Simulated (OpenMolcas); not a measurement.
**What dynamic correlation does to the levels of Ho**

```yaml
Program: OpenMolcas
Basis: ANO-RCC-VTZP [8s7p5d3f2g1h]
Scalar_Hamiltonian: DKH2, point nucleus
Active_space: 11 electrons in 12 orbitals (RAS2 4f; RAS3 5d, at most 1 electron)
State_averaging: 2S+1 = 4 odd, 35 roots (13 in the spin-orbit step); 2S+1 = 2 odd, 112 roots (0 in the spin-orbit step); 2S+1 = 6 even, 175 roots (112 in the spin-orbit step); 2S+1 = 4 even, 100 roots kept (CI in the orbitals of an earlier block); 2S+1 = 2 even, 75 roots kept (CI in the orbitals of an earlier block)
Spin-orbit_coupling: state interaction with AMFI integrals over the reference wave functions, term energies averaged over their components
```

Methods on the same reference wave functions:
A. RASSCF
B. SS-RASPT2, IPEA 0.25 Eh, imaginary shift 0.1 Eh (closed shells correlated: 5s 5p 6s)

Energies in cm⁻¹ above 4f¹¹ 6s² ⁴I°_15/2, the measured ground level; measured values from NIST Handbook of Basic Atomic Spectroscopic Data.

```tsv
Level	A	B	Measured
4f¹⁰ 5d 6s² ⁶I_17/2 [68 %]	-17577	13530	
4f¹⁰ 5d 6s² ⁶G_13/2(1) [63 %]	-16704	13830	
4f¹⁰ 5d 6s² ⁶L_21/2	-15027	16130	11322
4f¹¹ 6s² ⁴I°_15/2	0.0	0.0	0.0
```

A puts 4f¹⁰ 5d 6s² ⁶I_17/2 [74 %] lowest.

The lowest spin-free term lies below A's lowest term by 0.977 hartree in B.

Term energies are means over components that CASPT2 splits; among the terms shown or strongly mixed into the levels shown the widest spread is 900 cm-1 (4f¹¹ 6s² ⁴I°, B). High states are left out of the spin-orbit mixing, which shifts the levels that they would mix with. Without dynamic correlation excited terms often stand tens of per cent too high (terms of higher spin than the ground term too low), and those without a measured partner can miss by more than the paired ones (holds for A). The lowest computed level is not the ground level that NIST lists (4I*15/2) (holds for A). Without dynamic correlation the f → d energies are rough (holds for A). Each CASPT2 term energy is a mean over a sample of three components (holds for B). Only configurations of the active space appear. Levels that lie high or do not pair safely by name in every column are left out.

A share in square brackets marks a mixed level and gives the weight of the term that names it, the lowest over the columns. A number in round brackets counts repeated terms of one configuration in the order of the reference energies. ° marks odd parity.
